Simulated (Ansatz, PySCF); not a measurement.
This PySCF input computes a r2SCAN/def2-TZVPD energy:

```python
from pyscf import gto, scf, dft

mol = gto.M(
    atom='''
    Si   -0.00146862    0.02772839    0.01498437
    C     1.53236642   -1.02402465   -0.03883585
    C    -1.44023535   -0.71545909   -0.90117810
    O    -0.55574372    0.22934555    1.56305928
    O     0.46547118    1.47504821   -0.64200789
    H     1.34616186   -2.00800871    0.39602535
    H     2.34884590   -0.55662798    0.51637081
    H     1.87187653   -1.16458856   -1.06705481
    H    -1.19356382   -0.87312365   -1.95298420
    H    -2.31595967   -0.06428147   -0.85190918
    H    -1.72131798   -1.67803708   -0.46909508
    H     0.05303436    0.59411166    2.21025778
    H    -0.19912252    2.16411071   -0.71971927
    ''',
    basis='def2-tzvpd',
    charge=0,
    spin=0,
    verbose=4,
)

mf = dft.RKS(mol, xc='r2scan').density_fit(auxbasis='def2-universal-jkfit')
mf.grids.level = 4
mf.conv_tol = 1e-9
mf.max_cycle = 100
mf.max_memory = 1500
mf.kernel()
if not mf.converged:
    mf = mf.newton()
    mf.kernel(mf.make_rdm1())
mf.analyze()
```

Write an input for the same energy in Ansatz (a quantum-chemistry and plane-wave program) and say what it gives.


Ansatz 0.2 input:
```yaml
crystal:
  periodic: [false, false, false]
  atoms:
    - {symbol: Si, position_ang: [-0.00146862, 0.02772839, 0.01498437]}
    - {symbol: C, position_ang: [1.53236642, -1.02402465, -0.03883585]}
    - {symbol: C, position_ang: [-1.44023535, -0.71545909, -0.90117810]}
    - {symbol: O, position_ang: [-0.55574372, 0.22934555, 1.56305928]}
    - {symbol: O, position_ang: [0.46547118, 1.47504821, -0.64200789]}
    - {symbol: H, position_ang: [1.34616186, -2.00800871, 0.39602535]}
    - {symbol: H, position_ang: [2.34884590, -0.55662798, 0.51637081]}
    - {symbol: H, position_ang: [1.87187653, -1.16458856, -1.06705481]}
    - {symbol: H, position_ang: [-1.19356382, -0.87312365, -1.95298420]}
    - {symbol: H, position_ang: [-2.31595967, -0.06428147, -0.85190918]}
    - {symbol: H, position_ang: [-1.72131798, -1.67803708, -0.46909508]}
    - {symbol: H, position_ang: [0.05303436, 0.59411166, 2.21025778]}
    - {symbol: H, position_ang: [-0.19912252, 2.16411071, -0.71971927]}
basis:
  gaussian:
    orbitals: def2-TZVPD
hamiltonian:
  xc: {name: r2SCAN}
output: {forces: true}
```
It gives -521.06406 Eh, and PySCF -521.06420 Eh, a difference of 0.14 mEh, from the treatment of integrals and grids.
